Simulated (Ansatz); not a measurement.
Ideal-gas functions of CH₃OSSb, SMILES `O=[C](S)[SbH2]` at 298.15 K and 1 bar, from an Ansatz frequency run at PBE0-D4/def2-TZVP.

Molar mass 184.86 g/mol, point group C1 (symmetry number 1), electronic degeneracy 1, moments of inertia 75.085, 363.976, 433.378 u Å². Harmonic wavenumbers (cm⁻¹, unscaled): 75, 177, 258, 292, 435, 453, 573, 640, 783, 836, 974, 1784, 1959, 1988, 2723.

Use S(trans) = R[1.5 ln M + 2.5 ln T − 1.1517]; rotational temperatures θ = 24.2544 K / I; S(rot) = R[ln(√π/σ · √(T³/θAθBθC)) + 1.5]; for each mode x = 1.438777 ν̃/T, S = R[x/(eˣ − 1) − ln(1 − e⁻ˣ)] and H = RT x/(eˣ − 1); 1 cm⁻¹ = 0.0119627 kJ/mol; R = 8.31446 J/(mol·K).

Question: By hand: the entropy, in J/(mol·K).

Answer: Translation 174.0. Rotation: θ = 0.323, 0.0666, 0.056 K, giving 116.2. Vibration, mode by mode: 16.81, 9.87, 7.01, 6.12, 3.52, 3.29, 2.09, 1.61, 0.93, 0.75, 0.43, 0.01, 0.01, 0.01, 0.00, in all 52.5. Electronic 0.0. Sum 342.7 J/(mol·K).

Question: By hand: H − E and G − E in kJ/mol, counted from the electronic energy.

Answer: Zero-point energy ½ × 13950 × 0.0119627 = 83.4; thermal vibration 8.8; translation, rotation and pV give 4 RT = 9.9. H − E = 102.1 kJ/mol, and G − E = 102.1 − 298.15 × 342.7/1000 = -0.1 kJ/mol.

Vibration gives 15 % of the entropy, 16.8 J/(mol·K) of it from the mode under 150 cm⁻¹: soft modes count most, and the harmonic formula is weakest for them. The sum counts one conformer and one mirror image; others add a mixing term.
